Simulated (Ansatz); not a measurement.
Reactions of C$_{2}$H$_{6}$FNOSi, SMILES `N[Si]1(F)COC1`.

Gas-phase electronic energies from Ansatz, PBE0-D4/def2-TZVP geometries. CBS: MP2 limit from def2 TZ/QZ plus the TZ coupled-cluster correction, frozen cores. This one scheme is used for every species, atoms too. No spin–orbit coupling; open shells (•) take unrestricted orbitals. Spin–orbit coupling would lower the free atoms: a little for C, F, O, Si. Each species was taken in one conformer, which may not be the lowest.

(1) Order these by ΔE at CCSD(T)/CBS, lowest first. (Estimate.)
A. `N[Si]1(F)COC1` → `FC1OCN1[SiH3]`
B. `N[Si]1(F)COC1` → `C=C[Si](N)(O)F`
C. `N[Si]1(F)COC1` → `COC(=N)[SiH2]F`
D. `N[Si]1(F)COC1` → `O=CNC(F)[SiH3]`
E. `N[Si]1(F)COC1` → `N[Si]1(F)CCO1`
F. `N[Si]1(F)COC1` → `C=NC(F)O[SiH3]`
G. `N[Si]1(F)COC1` → 2 C• + F• + 6 H• + N• + O• + Si•

Largest T1 diagnostic: 0.015, for `O=CNC(F)[SiH3]`.

## Answers

(1) B (-235.5 kJ/mol), E (-198.0 kJ/mol), C (+73.0 kJ/mol), F (+183.9 kJ/mol), D (+223.7 kJ/mol), A (+268.9 kJ/mol), G (+4707.8 kJ/mol).
